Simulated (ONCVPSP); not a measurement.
Configuration tests for Tb (ONCV)

* Element: Tb (Z = 65)
* Generator: ONCVPSP 4.0.1
* Type: optimised norm-conserving Vanderbilt (ONCV)
* Functional: PBEsol
* Relativity: scalar-relativistic
* Frozen core: [Kr] 4d10 4f8
* Valence charge: 11
* Reference configuration: 5s2 5p6 5d1 6s1.5 (charge +0.5)
* Partial waves: 5s+6s: rc 2.45 bohr, ncon 4, nbas 9, qcut 5.7 1/bohr, 3 projectors, debl 3 Ha; 5p: rc 1.70 bohr, ncon 4, nbas 8, qcut 5.7 1/bohr, 1 projector; 5d: rc 3.30 bohr, ncon 5, nbas 10, qcut 3.7 1/bohr, 3 projectors, debl 0.8 Ha
* Local potential: polynomial inside 1.40 bohr (lpopt 1, dvloc0 0 Ha)
* Core correction: Teter function, fcfact 3.25, rcfact 1.4

Energies are relative to the spin-unpolarised reference configuration 5s2 5p6 5d1 6s1.5; without spin polarisation the order of configurations can differ from experiment.

```csv
valence configuration,charge,ΔE all-electron (eV),error AE − PS (meV)
5s2 5p6 5d1 6s2,0,-2.733,+0.7
5s2 5p6 5d1 6s1,+1,4.038,-1.0
5s2 5p6 5d2 6s0,+1,5.312,+17
```

(1) What are ΔE and the potential's error for 5s2 5p6 5d1 6s0?

Results:

(1) ΔE = 16.248 eV all-electron; the error (AE − PS) is +3.4 meV.
